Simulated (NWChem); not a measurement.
System: ZrO$_{2}$; SMILES [O]=[Zr]=[O]

Input file for NWChem:

```
start job
memory heap 200 mb stack 900 mb global 1100 mb
geometry units angstroms noautoz
  Zr     0.000000     0.000000     0.283689
  O      1.425531     0.000000    -0.750882
  O     -1.425531     0.000000    -0.750882
end
basis spherical
  * library def2-svp
end
ecp
  Zr library def2-ecp
end
dft
  xc b3lyp
  iterations 150
  mulliken
end
task dft energy
```

All runs use the structure optimised with PBE0/def2-SVP. def2 effective core potentials on Zr; no spin-orbit coupling.

Predict the main results of this run. (B3LYP/def2-SVP with def2 effective core potentials on Zr.) Quantities: energy (Ha); highest occupied level (eV); orbital gap (eV); dipole (D).


| Property | Result |
|---|---|
| energy (Ha) | -197.43 |
| highest occupied level (eV) | -6.39 |
| orbital gap (eV) | 3.21 |
| dipole (D) | 7.62 |
